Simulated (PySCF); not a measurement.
PySCF job for C₅H₆Se, SMILES C1C([Se]C1)=C=C, PBE0/pcSseg-1. The structure is a stationary point at B3LYP-D3(BJ)/def2-SVP. This is a generated structure with no PubChem entry under its InChIKey; it may be hypothetical.

```python
import numpy as np
from pyscf import gto, scf, dft
from pyscf.prop.nmr import rks as nmr

mol = gto.M(
    atom='''
    C     2.88478363   -1.46088642   -0.40229037
    C     1.65357663   -1.00549934   -0.40369722
    C     0.43369100   -0.54748298   -0.39828537
    C    -0.80940192   -0.87305806   -1.21387478
    C    -1.80439269    0.12436544   -0.57456182
    Se   -0.42361646    0.82193519    0.68934635
    H     3.66586266   -1.01157292   -1.02872807
    H     3.18395358   -2.31076681    0.22427794
    H    -0.65673420   -0.69499869   -2.29049440
    H    -1.11980918   -1.92324021   -1.09174566
    H    -2.17230978    0.90748251   -1.24959333
    H    -2.64754313   -0.33733241   -0.04523510
    ''',
    basis='pcSseg-1',
    charge=0,
    spin=0,
    max_memory=1600,
    verbose=3,
)
mf = dft.RKS(mol, xc='pbe0')
mf.grids.level = 3
mf.conv_tol = 1e-10
mf.max_cycle = 100
mf.kernel()
n = nmr.NMR(mf)
n.verbose = 2
n.max_cycle_cphf = 60
sigma = n.kernel()
print('atom   isotropic/ppm   span/ppm')
for i, s in enumerate(sigma):
    w = np.linalg.eigvalsh((s + s.T) / 2)
    print(f'{mol.atom_symbol(i):2s}{i + 1:3d} {w.mean():14.3f} {w[2] - w[0]:11.3f}')
```

Output:

```
converged SCF energy = -2594.80744460264
atom   isotropic/ppm   span/ppm
C   1         95.067     156.366
C   2        -32.358      62.049
C   3         76.567     131.344
C   4        144.906      70.033
C   5        163.057      40.358
Se  6       1186.967    1863.020
H   7         25.979       5.873
H   8         25.979       5.874
H   9         27.653       9.672
H  10         27.633       9.619
H  11         28.405      10.640
H  12         28.423      10.652
```

The calculation finished and met its thresholds.
